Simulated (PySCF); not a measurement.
Excitation energy of Cl²⁺ by level of theory

Cl²⁺ [Ne] 3s2 3p3 (4S) → Cl²⁺ [Ne] 3s1 3p4, s spin flipped, as a difference of total energies. Computed with PySCF 2.14 in dyall-av2z (13s9p2d, 50 functions), with no relativity, point nucleus. Correlated levels: valence: [Ne] frozen; virtual orbitals above 40 to 60 times the deepest correlated orbital energy dropped. The calculations carry no spin-orbit coupling.

| method | excitation energy (eV) |
| --- | --- |
| UHF | 20.141 |
| LDA | 15.281 |
| PBE | 15.538 |
| PBE0 | 16.628 |
| r2SCAN | 16.736 |
| BP86 | 15.412 |
| r2SCANh | 17.017 |
| revPBE | 15.579 |
| B3LYP | 16.160 |
| MP2 (valence) | 18.158 |
| SCS-MP2 (valence) | 17.799 |

Q: How much does correlation contribute at MP2 (valence)?

A: 18.158 − (20.141) = -1.983 eV, measured against UHF.

The upper determinant mixes two multiplicities, so it lies between the two terms.
